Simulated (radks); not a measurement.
Coulomb parameter of the 4f shell of the promethium ion Pm2+ in the model configuration [Xe] 4f4 6p1, as a second difference U = [E(n + 0.5) + E(n - 0.5) - 2 E(n)] / (0.5)^2 with all orbitals relaxed. "Bare": the charge of the atom changes with n. "Screened": the 6p shell takes up the change at fixed total charge, which measures U(4f,4f) + U(6p,6p) - 2 U(4f,6p). All-electron calculation, Dirac Kohn-Sham, PBE, spin-unpolarised, spherical densities, finite nucleus; open shells are shared between the two j in proportion to 2j + 1; Fermi nuclear charge, rms radius 4.962 fm. Program: a radial shooting solver on a logarithmic mesh with Libxc functionals. Estimate both.

Answer. U(bare) = 16.797 eV, U(screened by 6p) = 8.131 eV.
